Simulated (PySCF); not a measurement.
Input for PySCF: D3(BJ) and D4 dispersion corrections on C4H12Si (SMILES C[Si](C)(C)C).

```python
from pyscf import gto
from pyscf.dispersion import dftd3, dftd4

mol = gto.M(
    atom='''
    Si   -0.00000598   -0.00001233   -0.00000225
    C     1.11740130    1.11384285    1.03929441
    H     1.72352657    1.77730432    0.40036120
    H     0.52543144    1.75031866    1.71772417
    H     1.80993936    0.51827398    1.65694335
    C     1.06127233   -1.06722653   -1.14199782
    H     1.75011214   -1.70557594   -0.56423085
    H     0.43553727   -1.72715506   -1.76549961
    H     1.66921784   -0.44385746   -1.81847225
    C    -1.16399306    1.06719927   -1.03711569
    H    -0.59969411    1.73132400   -1.71261929
    H    -1.82896154    0.44388914   -1.65768367
    H    -1.79944518    1.70126428   -0.39682805
    C    -1.01470321   -1.11384156    1.13981626
    H    -1.64890203   -0.51829341    1.81725339
    H    -1.67547055   -1.78009256    0.56076432
    H    -0.36136257   -1.74746164    1.76229239
    ''',
    basis='def2-svp',
    charge=0, spin=0, verbose=0, max_memory=1800)
d3, d4 = {}, {}
for xc in ['hf', 'pbe', 'blyp', 'revpbe', 'tpss', 'r2scan', 'b3lyp', 'pbe0', 'bhlyp', 'camb3lyp', 'b2plyp']:
    d3[xc] = float(dftd3.DFTD3Dispersion(mol, xc=xc, version='d3bj', atm=False).get_dispersion()['energy'])
    print(f'D3(BJ) {xc:10s} {d3[xc]:14.8f} Eh')
for xc in ['hf', 'pbe', 'blyp', 'revpbe', 'tpss', 'r2scan', 'b3lyp', 'pbe0', 'bhlyp', 'camb3lyp', 'b2plyp']:
    d4[xc] = float(dftd4.DFTD4Dispersion(mol, xc={'camb3lyp': 'cam-b3lyp'}.get(xc, xc), atm=True).get_dispersion()['energy'])
    print(f'D4     {xc:10s} {d4[xc]:14.8f} Eh')
```

It printed:

```
D3(BJ) hf            -0.09688752 Eh
D3(BJ) pbe           -0.01368567 Eh
D3(BJ) blyp          -0.02858302 Eh
D3(BJ) revpbe        -0.03322282 Eh
D3(BJ) tpss          -0.01729998 Eh
D3(BJ) r2scan        -0.00413835 Eh
D3(BJ) b3lyp         -0.02348813 Eh
D3(BJ) pbe0          -0.01205472 Eh
D3(BJ) bhlyp         -0.01854652 Eh
D3(BJ) camb3lyp      -0.01106098 Eh
D3(BJ) b2plyp        -0.01110441 Eh
D4     hf            -0.04366212 Eh
D4     pbe           -0.01299420 Eh
D4     blyp          -0.02796673 Eh
D4     revpbe        -0.03879797 Eh
D4     tpss          -0.01745477 Eh
D4     r2scan        -0.00347619 Eh
D4     b3lyp         -0.02060766 Eh
D4     pbe0          -0.01109084 Eh
D4     bhlyp         -0.01536956 Eh
D4     camb3lyp      -0.01122972 Eh
D4     b2plyp        -0.00913293 Eh
```

The run finished.

Cost: roughly 0.020 core-seconds.
